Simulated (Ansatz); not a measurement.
Calculated with Ansatz (gas phase, PBE0-D4/def2-TZVP geometries, no zero-point term in ΔE). CBS: MP2 limit from def2 TZ/QZ plus the TZ coupled-cluster correction, frozen cores. This one scheme is used for every species. DFT in def2-TZVPP. def2 core potentials past Kr. For Br, Sn outer-core shells are correlated without core-valence functions, which leaves a few kJ/mol of doubt a bond. Scalar relativity is left out up to krypton.

`[F][Sn][Br]` + CH₄ → `[CH3][Sn][Br]` + H–F  (formal exchange of groups at the Sn–F bond)

(1) Is it downhill or uphill in electronic energy at CCSD(T)/CBS, and by how much? (Best estimate.)

(2) What do these levels give: r2SCAN-D4, B97M-V, CAM-B3LYP-D4, CAM-B3LYP, HF/def2-TZVPP, HF/def2-QZVPP? (An estimate is asked.)

(3) What do rigid-rotor, harmonic-oscillator terms from PBE0-D4/def2-TZVP frequencies (298.15 K, 1 bar) make of the CCSD(T)/CBS value? (Estimate.)

Largest T1 diagnostic among the species: 0.014.

## Answers

(1) The calculation gave: Uphill: ΔE = +133.1 kJ/mol.

(2) The calculation gave: r2SCAN-D4 149.4, B97M-V 159.8, CAM-B3LYP-D4 150.8, CAM-B3LYP 154.6, HF/def2-TZVPP 144.6, HF/def2-QZVPP 148.1 kJ/mol.

(3) Ansatz gave: ΔZPE = -5.3 kJ/mol, ΔH = +129.5 kJ/mol, ΔS = 9 J/(mol·K), ΔG = +126.7 kJ/mol.

The D4 term adds −6.6 kJ/mol with B3LYP and −3.5 kJ/mol with PBE0; it sums over pairs of atoms, weighted by their polarisabilities, and B3LYP, whose exchange is more repulsive, gets the larger term. From BLYP to BHLYP (50 % exact exchange), in def2-TZVPP and without D4, ΔE moves by −14.8 kJ/mol.

B3LYP here is the variant with VWN-RPA as its local correlation; programs differ in this.
